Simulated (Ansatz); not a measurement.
`F[SiH2]C=S` + NH₃ → `N[SiH2]C=S` + H–F at 700 K and 1 bar (ligand exchange at the Si–F bond).

Computed with Ansatz on PBE0-D4/def2-TZVP structures; ΔE is electronic, products minus reactants. CCSD(T)/CBS adds triple-zeta CCSD(T) − MP2 to the extrapolated MP2 energy (def2 sets, frozen cores). This one scheme is used for every species. Each species was taken in one conformer, which may not be the lowest.

```csv
species,CCSD(T)/CBS energy (Eh),H − E (kJ/mol),S (J/(mol·K))
`F[SiH2]C=S`,-826.53208,153.2,404.2
NH₃,-56.50880,116.9,226.5
`N[SiH2]C=S`,-782.61454,225.1,437.2
H–F,-100.39570,45.2,198.5
```

H − E and S are ideal-gas, rigid-rotor, harmonic terms from PBE0-D4/def2-TZVP, for one conformer and one mirror image of each species. 1 Eh = 2625.50 kJ/mol, R = 8.31446 J/(mol·K).

Task: By hand: ΔE, ΔH, ΔS and ΔG.

Result: ΔE = (-782.61454) + (-100.39570) − (-826.53208) − (-56.50880) = 0.03064 Eh = 80.4 kJ/mol. Δ(H − E) = 225.1 + 45.2 − 153.2 − 116.9 = 0.2, so ΔH = 80.6 kJ/mol. ΔS = 437.2 + 198.5 − 404.2 − 226.5 = 5.0 J/(mol·K). ΔG = 80.6 − 700 × (5.0)/1000 = 77.1 kJ/mol.

Task: By hand: the equilibrium constant, and the temperature at which ΔG would vanish if ΔH and ΔS stayed fixed.

Result: log₁₀ K = −ΔG/(RT ln 10) = -5.8. ΔG = 0 at ΔH/ΔS = 16120 K, far beyond where these terms or the molecules hold.

The number of gas molecules stays the same, so ΔS is small and ΔH decides. A doubt of 5 kJ/mol in ΔE shifts log₁₀ K by 0.4 here. Other conformers and mirror images would add mixing entropy, several J/(mol·K) or more a flexible species. These are equilibria of isolated gas molecules and say nothing of rates. Largest T1 diagnostic: 0.015 (customary marks: 0.02 for closed shells, 0.045 for open ones).
